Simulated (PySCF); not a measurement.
In(Br)(OMe)(NH2) (CH₅BrInNO), SMILES C[O][In]([NH2])[Br]. Geometry optimised at B3LYP-D3(BJ)/def2-SVP. The def2 effective core potentials stand for the cores of In; spin–orbit coupling is left out. One conformer was computed; it need not be the lowest.

Give the equilibrium geometry at B3LYP-D3(BJ)/def2-SVP (PySCF confirms it by a frequency run) as Cartesian coordinates in Å. (The exact figures need the calculation; the answer reports its results.)

This is not unique; one that fits is 
```xyz
10

In     0.4524     0.1212    -0.0855
Br    -1.8208     0.0610     0.9318
O      0.6326    -0.9420    -1.7754
C      1.8729    -1.1710    -2.3957
H      2.5232    -1.8627    -1.8228
H      1.6924    -1.6368    -3.3818
H      2.4587    -0.2464    -2.5808
N      2.0190     1.0130     0.8782
H      1.7289     1.7402     1.5323
H      2.7280     1.4048     0.2578
```
Charge 0, spin multiplicity 1.
